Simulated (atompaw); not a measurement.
## Varying the PAW (atompaw) potential for Ag

Base potential:

silver (Ag), PAW, made with atompaw 4.2.0.5 (LDA (PW92), scalar-relativistic). Core [Ar] 3d10, reference 4s2 4p6 4d10 5s1 5p0. Waves: 4s (bound): rc 1.70 bohr; 5s (bound): rc 1.20 bohr; 4p (bound): rc 1.65 bohr; 5p (bound, empty): rc 1.80 bohr; 4d (bound): rc 1.80 bohr; 4d channel at 4.4 Ry: rc 1.80 bohr; 4f channel at 0.05 Ry: rc 1.90 bohr; 4f channel at 1.2 Ry: rc 1.90 bohr. Local part: troulliermartins scheme with l = 4 at 0 Ry, radius 1.35 bohr. Core correction: smooth core density matched at 1.45 bohr. Augmentation charge: sinc compensation charge, radius 1.45 bohr; PAW radius 1.90 bohr; waves and projectors: custom polynom vanderbiltortho.

Cutoffs, loose and tight: the cutoffs (Ry, on a coarse ladder) from which the occupation-weighted sum of valence levels, in a spherical-Bessel basis at the reference potential, stays within 10 and 1 mRy of its value at 400 Ry. They see the waves, projectors and local potential, not the compensation charge or the core. A dash means not determined.

A true bound ghost makes a file unfit for plane-wave use even where its test errors are small: the radial tests pick states by their node count and pass the ghost by.

```csv
change,outcome,"cutoff, loose","cutoff, tight",bound ghosts
base,generated,50 Ry,80 Ry,s
"all radii scaled by about 0.85 (s 1.44, p 1.40, d 1.52, f 1.60 bohr); local potential troulliermartins scheme with l = 4 at 0 Ry, radius 1.14 bohr; augmentation sinc compensation charge, radius 1.22 bohr; PAW radius 1.60 bohr; waves and projectors: custom polynom vanderbiltortho; core correction smooth core density matched at 1.22 bohr",generated,70 Ry,110 Ry,none
"local potential vpsmatchnc scheme with l = 4 at 0 Ry, radius 1.35 bohr",generated,50 Ry,80 Ry,s
core correction smooth core density matched at 1.42 bohr,generated,50 Ry,80 Ry,s
wave 4d channel at 4.4 Ry: rc 1.80 bohr becomes 4d channel at 3.16 Ry: rc 1.80 bohr,generated,50 Ry,80 Ry,s
"augmentation sinc compensation charge, radius 1.45 bohr; PAW radius 1.90 bohr; waves and projectors: custom rrkj gramschmidtortho",failed: atompaw: The overlap operator has at least one negative eigenvalue!,–,–,–
reference 4s2 4p6 4d10 5s0.5 5p0.5,generated,50 Ry,80 Ry,s
wave 4f channel at 1.2 Ry: rc 1.90 bohr becomes 4f channel at 1.2 Ry: rc 1.22 bohr,failed: atompaw: The overlap operator has at least one negative eigenvalue!,–,–,–
functional PBE,generated,50 Ry,80 Ry,s
wave 5p (bound): rc 1.80 bohr becomes 5p (bound): rc 1.74 bohr,generated,50 Ry,80 Ry,s
```

Question: What comes out with this change to the base: core [Ar] 3d10 4s2, valence charge 17; reference 4p6 4d10 5s1 5p0; waves now 5s (bound): rc 2.20 bohr; 5s channel at 0.8 Ry: rc 2.20 bohr; 4p (bound): rc 1.70 bohr; 5p (bound): rc 2.20 bohr; 4d (bound): rc 2.20 bohr; 4d channel at 4.15 Ry: rc 2.20 bohr; 4f channel at -0.2 Ry: rc 2.20 bohr; 4f channel at 2.6 Ry: rc 1.50 bohr; local potential troulliermartins scheme with l = 4 at 0 Ry, radius 1.70 bohr; core correction smooth core density matched at 1.40 bohr; augmentation sinc compensation charge, radius 1.95 bohr; PAW radius 2.20 bohr; waves and projectors: custom polynom vanderbiltortho?

Answer: outcome: generated; cutoff, loose: 40 Ry; cutoff, tight: 55 Ry; bound ghosts: s.

Question: What comes out with this change to the base: augmentation sinc compensation charge, radius 1.45 bohr; PAW radius 1.90 bohr; waves and projectors: custom polynom2 7 10 vanderbiltortho?

Answer: outcome: generated; cutoff, loose: 35 Ry; cutoff, tight: 230 Ry; bound ghosts: s.
